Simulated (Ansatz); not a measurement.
Reaction (formal exchange of groups at the Si–Si bond): `O[SiH2][SiH2][SiH2]Cl` + `OBS` → `OB(S)[SiH2]Cl` + `O[SiH2][SiH3]`

Calculated with Ansatz (gas phase, PBE0-D4/def2-TZVP geometries, no zero-point term in ΔE). CBS: MP2 limit from def2 TZ/QZ plus the TZ coupled-cluster correction, frozen cores. Functionals use def2-TZVPP. B3LYP here is the variant with VWN-RPA as its local correlation; programs differ in this. One conformer a species, not always the lowest.

```json
{"level": "PBE-D4", "ΔE (kJ/mol)": "27.1", "difference from CCSD(T)/CBS": "0.7"}
{"level": "r2SCAN-D4", "ΔE (kJ/mol)": "27.2", "difference from CCSD(T)/CBS": "0.8"}
{"level": "ωB97X-V", "ΔE (kJ/mol)": "24.7", "difference from CCSD(T)/CBS": "-1.7"}
{"level": "ωB97M-V", "ΔE (kJ/mol)": "23.8", "difference from CCSD(T)/CBS": "-2.6"}
{"level": "B2PLYP", "ΔE (kJ/mol)": "25.5", "difference from CCSD(T)/CBS": "-0.9"}
{"level": "r2SCAN", "ΔE (kJ/mol)": "27.2", "difference from CCSD(T)/CBS": "0.8"}
{"level": "PBE0", "ΔE (kJ/mol)": "29.1", "difference from CCSD(T)/CBS": "2.7"}
{"level": "B3LYP", "ΔE (kJ/mol)": "26.0", "difference from CCSD(T)/CBS": "-0.4"}
{"level": "HF/def2-TZVPP", "ΔE (kJ/mol)": "28.4", "difference from CCSD(T)/CBS": "2.0"}
{"level": "MP2/def2-TZVPP", "ΔE (kJ/mol)": "24.9", "difference from CCSD(T)/CBS": "-1.5"}
{"level": "SCS-MP2/def2-TZVPP", "ΔE (kJ/mol)": "23.9", "difference from CCSD(T)/CBS": "-2.5"}
{"level": "HF/def2-QZVPP", "ΔE (kJ/mol)": "28.9", "difference from CCSD(T)/CBS": "2.5"}
{"level": "MP2/def2-QZVPP", "ΔE (kJ/mol)": "25.8", "difference from CCSD(T)/CBS": "-0.6"}
{"level": "HF/CBS(def2)", "ΔE (kJ/mol)": "28.9", "difference from CCSD(T)/CBS": "2.5"}
{"level": "MP2/CBS(def2)", "ΔE (kJ/mol)": "26.3", "difference from CCSD(T)/CBS": "-0.1"}
{"level": "CCSD/CBS(def2)", "ΔE (kJ/mol)": "27.0", "difference from CCSD(T)/CBS": "0.6"}
{"level": "CCSD(T)/CBS", "ΔE (kJ/mol)": "26.4", "difference from CCSD(T)/CBS": "0"}
```

Largest T1 diagnostic among the species: 0.013.

In def2-TZVPP, CCSD(T) changes the Hartree–Fock value by −3.4 kJ/mol (the triples alone add −0.5 kJ/mol) and MP2 by −3.5 kJ/mol.
